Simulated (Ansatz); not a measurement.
Total energies of `[CH3][Y]([CH3])[NH2]`.

```xyz
12

C     0.095    0.064    2.203
Y     0.456   -0.112   -0.126
C    -1.206   -1.245   -1.366
N     1.538    1.447   -1.096
H    -0.822   -0.452    2.521
H    -0.009    1.109    2.528
H     0.908   -0.355    2.814
H    -1.576   -2.151   -0.864
H    -0.908   -1.547   -2.379
H    -2.087   -0.599   -1.496
H     2.064    2.191   -0.650
H     1.548    1.649   -2.090
```

The species carries charge 0 and has multiplicity 1. Correlated methods include outer-core shells of Y, which these sets cover unevenly. Y takes the def2 core potential. Geometry: relaxed with PBE0-D4/def2-TZVP. It is one conformer, not always the lowest. Basis def2-TZVPP, Ansatz 0.2.0.

RPA on PBE orbitals: Hartree–Fock energy of these orbitals -172.75377 Eh, correlation -1.38997 Eh (frozen core).

```tsv
functional	energy without D4 (Eh)	D4 term (kJ/mol)
LDA (SPW92)	-172.81755	–
revPBE	-174.16571	-46.7
r2SCAN	-174.10534	-4.5
B97M-V	-174.17897	–
B3LYP	-174.20162	-26.8
r2SCANh	-174.08772	-4.8
HSE06 (plane-wave form)	-173.98400	-13.7
BHLYP	-174.01019	-22.9
CAM-B3LYP	-174.06406	-14.9
ωB97X-V	-174.10807	–
```

Q: Give the same for PBE, BLYP, PBE0, r2SCAN0, LC-ωPBE, ωB97M-V, B2PLYP, PBE-QIDH. (An estimate is asked.)

A: The calculation gave: 
| functional | energy without D4 (Eh) | D4 term (kJ/mol) |
| --- | --- | --- |
| PBE | -173.98913 | -16.8 |
| BLYP | -174.07165 | -35.4 |
| PBE0 | -173.99376 | -14.4 |
| r2SCAN0 | -174.06239 | -5.3 |
| LC-ωPBE | -174.11162 | – |
| ωB97M-V | -174.01715 | – |
| B2PLYP | -173.96833 | – |
| PBE-QIDH | -173.92237 | – |

B3LYP takes the VWN-RPA correlation (the form of Gaussian; ORCA's B3LYP/G). HSE06 is the plane-wave form, built on full-range PBE exchange. The double hybrids freeze the cores in their second-order part.

LC-ωPBE has ω = 0.4 bohr⁻¹.
